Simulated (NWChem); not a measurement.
HfNH₅; SMILES [NH2][HfH3]

```xyz
7

Hf    -0.0067     0.2079    -0.0030
N     -0.0459    -1.7908    -0.0063
H     -0.8382    -2.3658     0.2802
H      0.7210    -2.4075    -0.2746
H     -1.0470     0.8305     1.4074
H      1.7525     0.8120     0.0552
H     -0.7984     0.7121    -1.6026
```
Atoms are numbered in this order, from 1.

Level: PBE0/def2-SVP with def2 effective core potentials on Hf (NWChem), optimised geometry, unscaled harmonic frequencies. def2 effective core potentials on Hf; no spin-orbit coupling.

```tsv
frequency (cm⁻¹)	IR intensity (km/mol)
28	13.7
309	1.2
374	16.8
502	236.2
513	72.8
542	80.7
653	55.1
665	103.4
693	236.3
1491	44.0
1695	644.4
1700	573.4
1752	183.3
3548	75.5
3642	40.2
```

```json
{
  "zero_point_energy": "25.9 kcal/mol",
  "thermal correction to the enthalpy at 298.15 K (with zero-point energy)": "29.9 kcal/mol",
  "heat capacity Cv": "17.6 cal/(mol K)",
  "entropy at 298.15 K and 1 atm (symmetry number 1)": "75.4 cal/(mol K)"
}
```

Rigid rotor and harmonic oscillator; modes under 100 cm⁻¹ make the entropy uncertain.
